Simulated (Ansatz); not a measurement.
K₂S₂⁻ (the lowest doublet isomer of a short search). Charge -1, multiplicity 2. Geometry r2SCAN-D4/def2-TZVPD, basis def2-TZVPD, Ansatz.

```xyz
4

K     0.909   -1.486   -1.545
K    -1.552   -0.023    1.736
S     1.109    0.508    0.605
S    -0.465    1.002   -0.796
```

```json
{"run": "A", "HOMO (eV)": "0.22", "LUMO (eV)": "1.36"}
{"run": "B", "HOMO (eV)": "0.78", "LUMO (eV)": "0.92"}
{"run": "C", "HOMO (eV)": "-0.32", "LUMO (eV)": "1.90"}
{"run": "D", "HOMO (eV)": "0.40", "LUMO (eV)": "0.96"}
{"run": "E", "HOMO (eV)": "-0.01", "LUMO (eV)": "1.47"}
{"run": "F", "HOMO (eV)": "0.31", "LUMO (eV)": "0.98"}
```

B3LYP takes the VWN-RPA correlation. HOMO above LUMO, or a gap near zero within one spin, warns that the state may not be the lowest or that an electron is smeared out. The structure comes from a short search, and lower isomers may exist.

HOMO and LUMO are taken over both spins.

Problem. The runs used B3LYP, B97M-V, BHLYP, CAM-B3LYP, PBE0, ωB97X-V. Estimate which is which.

Solution. A BHLYP (50 % exact exchange); B B97M-V (0 % exact exchange); C ωB97X-V (range-separated); D B3LYP (20 % exact exchange); E CAM-B3LYP (range-separated); F PBE0 (25 % exact exchange). Exact exchange lowers occupied and raises empty levels; among semilocal functionals meta-GGAs tend to open the gap a little, and such runs are hard to tell apart. The gap grows from 0.14 eV (B97M-V) to 2.22 eV (ωB97X-V). At BHLYP-D4/def2-TZVPD, B97M-V/def2-TZVPD, B3LYP-D4/def2-TZVPD, PBE0-D4/def2-TZVPD the highest occupied level of the charge -1 doublet lies above zero (up to 0.78 eV). By energy differences its removal costs 0.50 eV (vertical, to the charge 0 singlet, at PBE0-D4/def2-TZVPD). At B97M-V/def2-TZVPD the gap within one spin of the charge -1 doublet nearly closes, so an electron or hole may be smeared out by delocalisation error.
